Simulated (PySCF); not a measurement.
Isomers of C5H7NOSi2, one GFN2-xTB conformer each. Single-point energies are computed at PBE0/pcSseg-1 (PySCF, gas phase, no added dispersion term), electronic only.

| SMILES | GFN2-xTB relative energy (kcal/mol) |
| --- | --- |
| N#CC1=C[Si@@H](O[SiH3])C=C1 | 0.0 |
| C#CC#C[Si@@H](C=O)[SiH2]N | 112.9 |
| C#C[Si@H]1C=C(N=C)[SiH2]O1 | 29.3 |
| [H]/N=C\C1=C[Si@@H](C#C)O[SiH2]1 | 32.8 |

Conformers: `[CH:1]#[C:2][C:3]#[C:4][Si@@H:5]([CH:6]=[O:7])[SiH2:8][NH2:9]` with C4–Si5–C6–O7 162°, C4–Si5–Si8–N9 -109°, Si5–Si8–N9–H -38° and 180°; `[CH:1]#[C:2][Si@H:3]1[CH:4]=[C:5]([N:6]=[CH2:7])[SiH2:8][O:9]1` with C4–C5–N6–C7 87°; `[H]/[N:7]=[CH:6]\[C:5]1=[CH:4][Si@@H:3]([C:2]#[CH:1])[O:9][SiH2:8]1` with C4–C5–C6–N7 180°.

Task: What does PBE0/pcSseg-1 give for the same structures?

Result: 
```tsv
SMILES	PBE0/pcSseg-1 E (Eh)	PBE0/pcSseg-1 (kcal/mol)	GFN2-xTB (kcal/mol)	point group
N#CC1=C[Si@@H](O[SiH3])C=C1	-903.04341	0.0	0.0	C1
[H]/N=C\C1=C[Si@@H](C#C)O[SiH2]1	-903.00837	22.0	32.8	C1
C#C[Si@H]1C=C(N=C)[SiH2]O1	-902.99939	27.6	29.3	C1
C#CC#C[Si@@H](C=O)[SiH2]N	-902.90248	88.4	112.9	C1
```

Both levels put the same isomer lowest; measured from each level's own lowest isomer, the values differ by up to 24.5 kcal/mol (C#CC#C[Si@@H](C=O)[SiH2]N: 112.9 against 88.4). As drawn, the lowest has a C≡N group, an Si–O bond and a C=C bond outside aromatic rings, which the highest lacks; the highest has a C=O bond, a C≡C bond and an N–H bond, which the lowest lacks.

Task: Which frontier levels, dipoles and rotational constants go with these structures?

Result: 
| SMILES | HOMO (eV, PBE0/pcSseg-1) | LUMO (eV) | dipole (D) | A, B, C (MHz) |
| --- | --- | --- | --- | --- |
| N#CC1=C[Si@@H](O[SiH3])C=C1 | -7.37 | -2.65 | 4.39 | 2836, 560.5, 524.7 |
| [H]/N=C\C1=C[Si@@H](C#C)O[SiH2]1 | -7.73 | -1.96 | 2.05 | 2398, 723.7, 637.3 |
| C#C[Si@H]1C=C(N=C)[SiH2]O1 | -6.82 | -0.87 | 2.51 | 2092, 775.1, 656.4 |
| C#CC#C[Si@@H](C=O)[SiH2]N | -7.07 | -1.84 | 1.20 | 1924, 511.9, 444.7 |
